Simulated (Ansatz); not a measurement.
Ansatz (a program for electronic structure) input file for C2H9N3Si, SMILES N[SiH](N)/N=C/C, PBE0-D3(BJ)/def2-SVP. 

Ansatz 0.2 input:
```yaml
crystal:
  periodic: [false, false, false]
  atoms:
    - {symbol: C, position_ang: [2.97110668, 0.39431144, -0.72616561]}
    - {symbol: C, position_ang: [1.80641433, 0.10048829, 0.15838815]}
    - {symbol: N, position_ang: [0.63494110, 0.07930492, -0.27232886]}
    - {symbol: Si, position_ang: [-0.90196968, -0.17287307, 0.48344182]}
    - {symbol: N, position_ang: [-1.52904443, -1.54190995, -0.35463080]}
    - {symbol: N, position_ang: [-1.89148074, 1.23976707, 0.30120076]}
    - {symbol: H, position_ang: [3.66002645, -0.44928324, -0.71413783]}
    - {symbol: H, position_ang: [2.63849898, 0.58025225, -1.74317009]}
    - {symbol: H, position_ang: [3.50759342, 1.26468442, -0.35028694]}
    - {symbol: H, position_ang: [2.06997894, -0.09605442, 1.20868234]}
    - {symbol: H, position_ang: [-0.92811896, -0.46675300, 1.91623882]}
    - {symbol: H, position_ang: [-2.52335441, -1.68727453, -0.31284267]}
    - {symbol: H, position_ang: [-1.19420459, -1.71489148, -1.28798844]}
    - {symbol: H, position_ang: [-1.64953484, 2.05511160, 0.84072095]}
    - {symbol: H, position_ang: [-2.11934691, 1.52549890, -0.63842479]}
basis:
  gaussian:
    orbitals: def2-SVP
hamiltonian:
  xc: pbe0
  dispersion: d3bj
relax: {f_tol: 0.002, max_steps: 200}
```

Log of the run:

```
[...]
the calculation of the forces begins
reference -14551.47846409 eV, -534.7569702088 hartree; 28, 28 occupied and 105, 105 virtual orbitals, 1472 factors
relax step  12: F+E_penalty+E_count = -14551.75776046 eV  Δ(F+E_penalty+E_count) = +2.473e-3 eV  max|allowed force component| = 5.717e-1 eV/Å  Δτ_max = 0.0700 Å  (30 SCF iters, rejected (line search))
these checks for a lower state are left out or cut short: starts, cluster_reference, orbital_swaps, neighbouring_geometries, increment
integrals: 0.11 GiB planned
1472 factors; integrals over basis functions are off by at most 5.9e-4 eV
mean field: 0.77 GiB planned
mean field evaluation 96: about -14551.4509 eV, gradient 1.7e-2 eV
mean field -14551.48263388 eV, -534.7571234460 hartree, gradient 1.1e-5 eV, S^2 0.000000; 0 other end points of the search recorded, 0 dependent functions left out
the calculation of the forces begins
reference -14551.48266671 eV, -534.7571246525 hartree; 28, 28 occupied and 105, 105 virtual orbitals, 1472 factors
relax step  13: F+E_penalty+E_count = -14551.76212644 eV  Δ(F+E_penalty+E_count) = -1.893e-3 eV  max|allowed force component| = 5.787e-2 eV/Å  Δτ_max = 0.0350 Å  (30 SCF iters, accepted)
these checks for a lower state are left out or cut short: starts, cluster_reference, orbital_swaps, neighbouring_geometries, increment
integrals: 0.11 GiB planned
1472 factors; integrals over basis functions are off by at most 5.9e-4 eV
mean field: 0.77 GiB planned
mean field -14551.48244362 eV, -534.7571164540 hartree, gradient 1.1e-5 eV, S^2 0.000000; 0 other end points of the search recorded, 0 dependent functions left out
the calculation of the forces begins
reference -14551.48247640 eV, -534.7571176587 hartree; 28, 28 occupied and 105, 105 virtual orbitals, 1472 factors
relax step  14: F+E_penalty+E_count = -14551.76187164 eV  Δ(F+E_penalty+E_count) = +2.548e-4 eV  max|allowed force component| = 9.230e-2 eV/Å  Δτ_max = 0.0563 Å  (31 SCF iters, rejected (line search))
these checks for a lower state are left out or cut short: starts, cluster_reference, orbital_swaps, neighbouring_geometries, increment
integrals: 0.11 GiB planned
1472 factors; integrals over basis functions are off by at most 5.9e-4 eV
mean field: 0.77 GiB planned
mean field -14551.48264753 eV, -534.7571239475 hartree, gradient 1.0e-5 eV, S^2 0.000000; 0 other end points of the search recorded, 0 dependent functions left out
the calculation of the forces begins
reference -14551.48268033 eV, -534.7571251530 hartree; 28, 28 occupied and 105, 105 virtual orbitals, 1472 factors
relax step  15: F+E_penalty+E_count = -14551.76220754 eV  Δ(F+E_penalty+E_count) = -8.110e-5 eV  max|allowed force component| = 1.494e-1 eV/Å  Δτ_max = 0.0273 Å  (30 SCF iters, accepted)
these checks for a lower state are left out or cut short: starts, cluster_reference, orbital_swaps, neighbouring_geometries, increment
integrals: 0.11 GiB planned
1472 factors; integrals over basis functions are off by at most 5.9e-4 eV
mean field: 0.77 GiB planned
mean field -14551.48357166 eV, -534.7571579086 hartree, gradient 8.9e-6 eV, S^2 0.000000; 0 other end points of the search recorded, 0 dependent functions left out
the calculation of the forces begins
reference -14551.48360444 eV, -534.7571591134 hartree; 28, 28 occupied and 105, 105 virtual orbitals, 1472 factors
relax step  16: F+E_penalty+E_count = -14551.76312114 eV  Δ(F+E_penalty+E_count) = -9.136e-4 eV  max|allowed force component| = 2.565e-2 eV/Å  Δτ_max = 0.0087 Å  (26 SCF iters, accepted)
these checks for a lower state are left out or cut short: starts, cluster_reference, orbital_swaps, neighbouring_geometries, increment
integrals: 0.11 GiB planned
1472 factors; integrals over basis functions are off by at most 5.9e-4 eV
mean field: 0.77 GiB planned
mean field -14551.48354250 eV, -534.7571568372 hartree, gradient 1.1e-5 eV, S^2 0.000000; 0 other end points of the search recorded, 0 dependent functions left out
the calculation of the forces begins
reference -14551.48357528 eV, -534.7571580418 hartree; 28, 28 occupied and 105, 105 virtual orbitals, 1472 factors
relax step  17: F+E_penalty+E_count = -14551.76313172 eV  Δ(F+E_penalty+E_count) = -1.058e-5 eV  max|allowed force component| = 1.884e-2 eV/Å  Δτ_max = 0.0051 Å  (25 SCF iters, accepted)
these checks for a lower state are left out or cut short: starts, cluster_reference, orbital_swaps, neighbouring_geometries, increment
integrals: 0.11 GiB planned
1472 factors; integrals over basis functions are off by at most 5.9e-4 eV
mean field: 0.77 GiB planned
mean field evaluation 128: about -14551.4519 eV, gradient 1.6e-1 eV
mean field -14551.48354713 eV, -534.7571570074 hartree, gradient 4.5e-5 eV, S^2 0.000000; 0 other end points of the search recorded, 0 dependent functions left out
the calculation of the forces begins
reference -14551.48357992 eV, -534.7571582122 hartree; 28, 28 occupied and 105, 105 virtual orbitals, 1472 factors
relax step  18: F+E_penalty+E_count = -14551.76315446 eV  Δ(F+E_penalty+E_count) = -2.275e-5 eV  max|allowed force component| = 8.348e-3 eV/Å  Δτ_max = 0.0026 Å  (21 SCF iters, accepted)
these checks for a lower state are left out or cut short: starts, cluster_reference, orbital_swaps, neighbouring_geometries, increment
integrals: 0.11 GiB planned
1472 factors; integrals over basis functions are off by at most 5.9e-4 eV
mean field: 0.77 GiB planned
mean field -14551.48356308 eV, -534.7571575932 hartree, gradient 8.4e-5 eV, S^2 0.000000; 0 other end points of the search recorded, 0 dependent functions left out
the calculation of the forces begins
reference -14551.48359586 eV, -534.7571587981 hartree; 28, 28 occupied and 105, 105 virtual orbitals, 1472 factors
relax step  19: F+E_penalty+E_count = -14551.76316156 eV  Δ(F+E_penalty+E_count) = -7.100e-6 eV  max|allowed force component| = 1.412e-3 eV/Å  Δτ_max = 0.0025 Å  (21 SCF iters, accepted)
these checks for a lower state are left out or cut short: starts, cluster_reference, orbital_swaps, neighbouring_geometries, increment
integrals: 0.11 GiB planned
1472 factors; integrals over basis functions are off by at most 5.9e-4 eV
mean field: 0.77 GiB planned
mean field -14551.48356701 eV, -534.7571577380 hartree, gradient 6.1e-5 eV, S^2 0.000000; 0 other end points of the search recorded, 0 dependent functions left out
the calculation of the forces begins
reference -14551.48359980 eV, -534.7571589429 hartree; 28, 28 occupied and 105, 105 virtual orbitals, 1472 factors
relax step  20: F+E_penalty+E_count = -14551.76316384 eV  Δ(F+E_penalty+E_count) = -2.278e-6 eV  max|allowed force component| = 3.594e-3 eV/Å  Δτ_max = 0.0025 Å  (21 SCF iters, accepted)
these checks for a lower state are left out or cut short: starts, cluster_reference, orbital_swaps, neighbouring_geometries, increment
integrals: 0.11 GiB planned
1472 factors; integrals over basis functions are off by at most 5.9e-4 eV
mean field: 0.77 GiB planned
mean field -14551.48357132 eV, -534.7571578960 hartree, gradient 5.0e-5 eV, S^2 0.000000; 0 other end points of the search recorded, 0 dependent functions left out
the calculation of the forces begins
reference -14551.48360410 eV, -534.7571591010 hartree; 28, 28 occupied and 105, 105 virtual orbitals, 1472 factors
relax step  21: F+E_penalty+E_count = -14551.76316516 eV  Δ(F+E_penalty+E_count) = -1.316e-6 eV  max|allowed force component| = 2.072e-3 eV/Å  Δτ_max = 0.0019 Å  (21 SCF iters, accepted)
these checks for a lower state are left out or cut short: starts, cluster_reference, orbital_swaps, neighbouring_geometries, increment
integrals: 0.11 GiB planned
1472 factors; integrals over basis functions are off by at most 5.9e-4 eV
mean field: 0.77 GiB planned
mean field -14551.48357198 eV, -534.7571579205 hartree, gradient 4.0e-5 eV, S^2 0.000000; 0 other end points of the search recorded, 0 dependent functions left out
the calculation of the forces begins
reference -14551.48360477 eV, -534.7571591255 hartree; 28, 28 occupied and 105, 105 virtual orbitals, 1472 factors
relax step  22: F+E_penalty+E_count = -14551.76316568 eV  Δ(F+E_penalty+E_count) = -5.256e-7 eV  max|allowed force component| = 3.163e-3 eV/Å  Δτ_max = 0.0015 Å  (21 SCF iters, accepted)
these checks for a lower state are left out or cut short: starts, cluster_reference, orbital_swaps, neighbouring_geometries, increment
integrals: 0.11 GiB planned
1472 factors; integrals over basis functions are off by at most 5.9e-4 eV
mean field: 0.77 GiB planned
mean field -14551.48357233 eV, -534.7571579333 hartree, gradient 6.5e-5 eV, S^2 0.000000; 0 other end points of the search recorded, 0 dependent functions left out
the calculation of the forces begins
reference -14551.48360512 eV, -534.7571591383 hartree; 28, 28 occupied and 105, 105 virtual orbitals, 1472 factors
relax step  23: F+E_penalty+E_count = -14551.76316433 eV  Δ(F+E_penalty+E_count) = +1.356e-6 eV  max|allowed force component| = 6.123e-3 eV/Å  Δτ_max = 0.0024 Å  (21 SCF iters, rejected (line search))
these checks for a lower state are left out or cut short: starts, cluster_reference, orbital_swaps, neighbouring_geometries, increment
integrals: 0.11 GiB planned
1472 factors; integrals over basis functions are off by at most 5.9e-4 eV
mean field: 0.77 GiB planned
mean field -14551.48357279 eV, -534.7571579501 hartree, gradient 2.1e-5 eV, S^2 0.000000; 0 other end points of the search recorded, 0 dependent functions left out
the calculation of the forces begins
reference -14551.48360558 eV, -534.7571591550 hartree; 28, 28 occupied and 105, 105 virtual orbitals, 1472 factors
relax step  24: F+E_penalty+E_count = -14551.76316631 eV  Δ(F+E_penalty+E_count) = -6.220e-7 eV  max|allowed force component| = 7.793e-4 eV/Å  Δτ_max = 0.0007 Å  (19 SCF iters, accepted)
integrals: 0.11 GiB planned
1472 factors; integrals over basis functions are off by at most 5.9e-4 eV
mean field: 0.77 GiB planned
mean field evaluation 160: about -14550.9089 eV, gradient 1.5e1 eV
mean field -14551.48357279 eV, -534.7571579501 hartree, gradient 2.1e-5 eV, S^2 0.000000; 1 other end points of the search recorded, 0 dependent functions left out
the calculation of the forces begins
reference -14551.48360558 eV, -534.7571591550 hartree; 28, 28 occupied and 105, 105 virtual orbitals, 1472 factors
Total energy: -14551.76319910 eV, -534.7674340274 hartree
Atom 0 at     3.044645     0.350094    -0.682442 Å, force     0.000281     0.000464    -0.000133 eV/Å
Atom 1 at     1.748526     0.134433     0.030506 Å, force     0.000226    -0.000240     0.000371 eV/Å
Atom 2 at     0.623370     0.138534    -0.547863 Å, force    -0.000779    -0.000075    -0.000483 eV/Å
Atom 3 at    -0.887203    -0.098991     0.327984 Å, force     0.000336     0.000022     0.000110 eV/Å
Atom 4 at    -1.667244    -1.349094    -0.553250 Å, force    -0.000087    -0.000263    -0.000152 eV/Å
Atom 5 at    -1.946969     1.253403     0.372342 Å, force    -0.000342     0.000001    -0.000203 eV/Å
Atom 6 at     3.711646    -0.515556    -0.533969 Å, force    -0.000071    -0.000122    -0.000028 eV/Å
Atom 7 at     2.868804     0.503500    -1.755375 Å, force     0.000033    -0.000047     0.000078 eV/Å
Atom 8 at     3.570294     1.224381    -0.263151 Å, force     0.000019    -0.000116    -0.000000 eV/Å
Atom 9 at     1.853092    -0.032411     1.130673 Å, force     0.000098     0.000057     0.000231 eV/Å
Atom 10 at    -0.551688    -0.360750     1.771945 Å, force     0.000059     0.000031    -0.000018 eV/Å
Atom 11 at    -2.549492    -1.744003    -0.253740 Å, force     0.000083     0.000062     0.000045 eV/Å
Atom 12 at    -1.119894    -1.995469    -1.107554 Å, force    -0.000013     0.000137     0.000069 eV/Å
Atom 13 at    -1.820874     1.980841     1.065980 Å, force     0.000180    -0.000010     0.000124 eV/Å
Atom 14 at    -2.325507     1.621467    -0.493390 Å, force    -0.000022     0.000098    -0.000010 eV/Å
Dipole moment:     0.109761     0.004566     0.088330 e Å
```

The calculation finished and met its thresholds.
